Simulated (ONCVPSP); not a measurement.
## Ir (Z = 77): one change to an ONCV potential, before and after

| Property | Result |
| --- | --- |
| Element | Ir (Z = 77) |
| Generator | ONCVPSP 4.0.1 |
| Type | optimised norm-conserving Vanderbilt (ONCV) |
| Functional | revPBE |
| Relativity | fully relativistic |
| Frozen core | [Kr] 4d10 4f14 |
| Valence charge | 17 |
| Reference configuration | 5s2 5p6 5d7 (charge +2) |
| Partial waves | 5s: rc 1.10 bohr, ncon 3, nbas 6, qcut 5.8 1/bohr, 2 projectors, debl 2.8 Ha; 5p: rc 1.85 bohr, ncon 4, nbas 7, qcut 6.9 1/bohr, 2 projectors, debl 1.2 Ha; 5d: rc 2.20 bohr, ncon 3, nbas 8, qcut 6 1/bohr, 2 projectors, debl 0.8 Ha |
| Local potential | polynomial inside 0.75 bohr (lpopt 5, dvloc0 4 Ha) |
| Core correction | none |

Open shells are filled in proportion to 2j + 1.

In the s channel the program set the typed energies aside and used -4.237, 0.250 Ha. In the p channel the program set the typed energies aside and used -2.521, 0.250 Ha (j = l + 1/2; the other j can differ). In the d channel the program set the typed energies aside and used -0.874, 0.250 Ha (j = l + 1/2; the other j can differ).

Change: all radii scaled by about 1.05 (s 1.16, p 1.94, d 2.30 bohr); local potential polynomial inside 0.78 bohr (lpopt 5, dvloc0 4 Ha).

Cutoffs: the cutoffs (Ha) at which the residual kinetic energy of the hardest occupied pseudo-wave falls to 1 and 0.1 mHa per electron; they do not see the model core or the augmentation charge, which bear on the density cutoff. Errors are all-electron minus pseudo energies relative to the spin-unpolarised reference configuration.

Task: What does the change do?

Result: Both files keep a bound ghost (s); the lowest positive-energy flag moves from p3/2 at 37.9 eV to p3/2 at 64.4 eV; of the 4 tests that both files solve, the error grows in 3 and shrinks in 1 by more than 15 % and 0.3 meV (median size 4.5 → 4.7 meV).

```tsv
quantity	base	changed
bound ghosts	s	s
GHOST(+) flags under 300 eV	p3/2 at 37.9 eV, p1/2 at 92.9 eV, d5/2 at 118.6 eV, d3/2 at 146.4 eV	p3/2 at 64.4 eV, p1/2 at 110.2 eV, d5/2 at 155.3 eV, d3/2 at 176.6 eV
error for 5s2 5p6 5d7 6s2, meV [ΔE -27.13 eV]	+2.6	+0.9
error for 5s2 5p6 5d7 6s1, meV [ΔE -17.34 eV]	+0.2	-0.7
error for 5s2 5p6 5d6, meV [ΔE 30.45 eV]	+13	+18
error for 5s2 5p6 5d8, meV [ΔE -18.64 eV]	+6.4	+8.4
```

 A true bound ghost makes a file unfit for plane-wave use even where its test errors are small: the radial tests pick states by their node count and pass the ghost by.
